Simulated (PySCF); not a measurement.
The multiplicity is imposed and other spin states were not computed.

Cartesian coordinates (Å):
```xyz
9

Pt     0.0051    -0.0059     0.0031
O     -2.6072    -0.2109     1.7391
C     -1.6497    -0.1375     1.1025
O     -0.6558     1.4506    -2.7028
C     -0.4132     0.9164    -1.7112
O      2.1798     1.6297     1.5762
C      1.3819     1.0317     0.9991
O      1.1140    -2.8861    -0.5926
C      0.7057    -1.8308    -0.3754
```
Charge 0, spin multiplicity 1.

Problem. Estimate the HOMO–LUMO gap, mean C–O bond length of the carbonyls, HOMO, charge on the central atom (Mulliken) and LUMO that PySCF with TPSSh-D3(BJ)/def2-TZVP // TPSS-D3(BJ)/def2-SVP returns for this input.

Solution. 
The HOMO–LUMO gap is 5.47 eV and the mean C–O bond length of the carbonyls is 1.152 Å. The HOMO is -7.15 eV and the charge on the central atom (Mulliken) is 0.62 e. The LUMO comes out as -1.68 eV.
